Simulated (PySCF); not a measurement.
Cd(H)(Me), CH₄Cd, SMILES [CH3][CdH], PBE0/def2-SVP optimised geometry.

```
6

Cd    -0.41     0.09     0.00
H     -2.09     0.09     0.00
C      1.70     0.09     0.00
H      2.09     0.88    -0.66
H      2.09    -0.88    -0.36
H      2.09     0.26     1.01
```

Density from PySCF with PBE0/def2-TZVP, def2 effective core potentials past Kr at that geometry. The core electrons that the potentials of Cd replace are not part of the density.

Minimum of the electron density along straight lines between bonded atoms, close to the bond critical point (lines longer than 1.1 times the sum of covalent radii, or with two minima, are not listed):

```json
[
 {"bond": "Cd1–H2", "length / Å": "1.680", "ρ at the minimum / e bohr⁻³": "0.111", "∇²ρ there / e bohr⁻⁵": "0.13", "position (fraction from the first atom)": "0.65"},
 {"bond": "Cd1–C3", "length / Å": "2.115", "ρ at the minimum / e bohr⁻³": "0.104", "∇²ρ there / e bohr⁻⁵": "0.19", "position (fraction from the first atom)": "0.52"},
 {"bond": "C3–H4", "length / Å": "1.101", "ρ at the minimum / e bohr⁻³": "0.266", "∇²ρ there / e bohr⁻⁵": "-0.86", "position (fraction from the first atom)": "0.64"},
 {"bond": "C3–H5", "length / Å": "1.101", "ρ at the minimum / e bohr⁻³": "0.266", "∇²ρ there / e bohr⁻⁵": "-0.86", "position (fraction from the first atom)": "0.64"},
 {"bond": "C3–H6", "length / Å": "1.101", "ρ at the minimum / e bohr⁻³": "0.266", "∇²ρ there / e bohr⁻⁵": "-0.86", "position (fraction from the first atom)": "0.64"}
]
```
